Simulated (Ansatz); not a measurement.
# Molecular dynamics of InGe16

Input file:

```yaml
accuracy: low
crystal:
  lattice:
    - [0.0, 5.66, 5.66]
    - [5.66, 0.0, 5.66]
    - [5.66, 5.66, 0.0]
  atoms:
    - { symbol: Ge, position: [-0.05269731, 0.02613451, 0.06289885] }
    - { symbol: Ge, position: [0.18910134, 0.13886193, 0.11120078] }
    - { symbol: Ge, position: [0.02722983, -0.0342763, 0.46935208] }
    - { symbol: Ge, position: [0.07715345, 0.08459412, 0.62928309] }
    - { symbol: Ge, position: [0.03065089, 0.48317456, -0.01167896] }
    - { symbol: Ge, position: [0.06978247, 0.64483866, 0.16607095] }
    - { symbol: Ge, position: [-0.02740754, 0.44013396, 0.52587852] }
    - { symbol: Ge, position: [0.15408306, 0.55494036, 0.60528992] }
    - { symbol: Ge, position: [0.55509227, -0.01114494, -0.05558626] }
    - { symbol: Ge, position: [0.61342303, 0.1668258, 0.06913564] }
    - { symbol: Ge, position: [0.52430846, -0.02926767, 0.45397131] }
    - { symbol: Ge, position: [0.65713399, 0.16011838, 0.5675177] }
    - { symbol: Ge, position: [0.46956549, 0.51615504, 0.07523614] }
    - { symbol: Ge, position: [0.66749715, 0.62703033, 0.14814623] }
    - { symbol: Ge, position: [0.50939971, 0.52219868, 0.51117266] }
    - { symbol: Ge, position: [0.6244086, 0.61264395, 0.66635025] }
    - { symbol: In, position: [0.31190782, 0.93833734, 0.87838613] }
basis:
  ecutwfc: 500.0
kpoints:
  mp_grid: { grid: [2, 2, 2] }
hamiltonian:
  xc: r2scan
  dispersion: d3bj
  pseudopotentials: { kind: paw, azcp: { folder: soft_1 } }
scf:
  occupations: { method: fermi_dirac, width: 0.05 }
  lower_state_search: "off"
md:
  timestep: 3
  n_steps: 30
  ensemble: nvt_langevin
  temperature: 1680.0
  initial_velocities: maxwell_boltzmann
  seed: 610886
  friction: 0.01
```

Command:

```bash
$ ansatz run input.yaml --threads 4 --pin off --max-ram 10240MiB --backend cpu --events-out ev --progress --plain --runs-dir out
```

It goes on from the last frame of an earlier run, with new velocities.

Output, in part (one step line in 2):

```
md step     0: t =     0.00 fs  T =  1581.2 K  F+E_penalty+E_count = -74452.41454111 eV  E_kin = 3.474509 eV  (13 SCF iters)
md step     2: t =     6.00 fs  T =  1594.6 K  F+E_penalty+E_count = -74452.16873833 eV  E_kin = 3.504062 eV  (8 SCF iters)
md step     4: t =    12.00 fs  T =  1868.6 K  F+E_penalty+E_count = -74451.88361269 eV  E_kin = 4.106056 eV  (9 SCF iters)
md step     6: t =    18.00 fs  T =  1466.6 K  F+E_penalty+E_count = -74451.58566510 eV  E_kin = 3.222662 eV  (7 SCF iters)
md step     8: t =    24.00 fs  T =  1535.9 K  F+E_penalty+E_count = -74451.56820331 eV  E_kin = 3.375062 eV  (7 SCF iters)
md step    10: t =    30.00 fs  T =  1603.2 K  F+E_penalty+E_count = -74451.67205887 eV  E_kin = 3.522970 eV  (8 SCF iters)
md step    12: t =    36.00 fs  T =  1612.1 K  F+E_penalty+E_count = -74451.64387997 eV  E_kin = 3.542497 eV  (6 SCF iters)
md step    14: t =    42.00 fs  T =  1461.5 K  F+E_penalty+E_count = -74451.73836716 eV  E_kin = 3.211596 eV  (6 SCF iters)
md step    16: t =    48.00 fs  T =  1319.2 K  F+E_penalty+E_count = -74451.86054719 eV  E_kin = 2.898787 eV  (6 SCF iters)
md step    18: t =    54.00 fs  T =  1749.5 K  F+E_penalty+E_count = -74451.95146523 eV  E_kin = 3.844477 eV  (7 SCF iters)
md step    20: t =    60.00 fs  T =  1799.0 K  F+E_penalty+E_count = -74451.97537089 eV  E_kin = 3.953177 eV  (8 SCF iters)
md step    22: t =    66.00 fs  T =  1821.9 K  F+E_penalty+E_count = -74451.84096490 eV  E_kin = 4.003431 eV  (6 SCF iters)
md step    24: t =    72.00 fs  T =  1718.1 K  F+E_penalty+E_count = -74451.58572431 eV  E_kin = 3.775495 eV  (6 SCF iters)
md step    26: t =    78.00 fs  T =  1663.8 K  F+E_penalty+E_count = -74451.40944223 eV  E_kin = 3.656156 eV  (6 SCF iters)
md step    28: t =    84.00 fs  T =  1555.6 K  F+E_penalty+E_count = -74451.39356720 eV  E_kin = 3.418204 eV  (6 SCF iters)
md step    30: t =    90.00 fs  T =  1538.2 K  F+E_penalty+E_count = -74451.63248826 eV  E_kin = 3.380031 eV  (7 SCF iters)
```

All steps were run. A run of 0.09 ps of so small a system gives no equilibrium averages. Limits of this set-up: coarse k mesh, a small cell, in which the defect meets its images, a typed lattice constant that wasn't relaxed here, low accuracy level.

Mean squared displacements from the first frame to the last, about the centre of mass: Ge 0.15 Å², In 0.02 Å².

Last frame:

```xyz
17
Lattice="0.0000 5.6600 5.6600 5.6600 0.0000 5.6600 5.6600 5.6600 0.0000" Properties=species:S:1:pos:R:3
Ge 0.192 -0.165 -0.424
Ge 1.718 1.876 1.947
Ge 2.465 2.489 -0.211
Ge 4.258 4.323 0.999
Ge 2.862 0.060 2.717
Ge 4.735 1.381 3.931
Ge 5.703 2.916 2.579
Ge 7.208 4.037 4.029
Ge -0.360 2.860 3.234
Ge 1.752 3.704 4.148
Ge 2.130 5.694 3.085
Ge 3.853 6.666 4.411
Ge 3.560 2.892 5.601
Ge 4.577 4.410 7.095
Ge 5.662 5.846 5.294
Ge 7.291 7.379 6.644
In 10.282 6.752 7.081
```

Time of the run: 19 min on 4 threads of AMD EPYC 7571, on a shared host, peak memory 2.4 GiB.
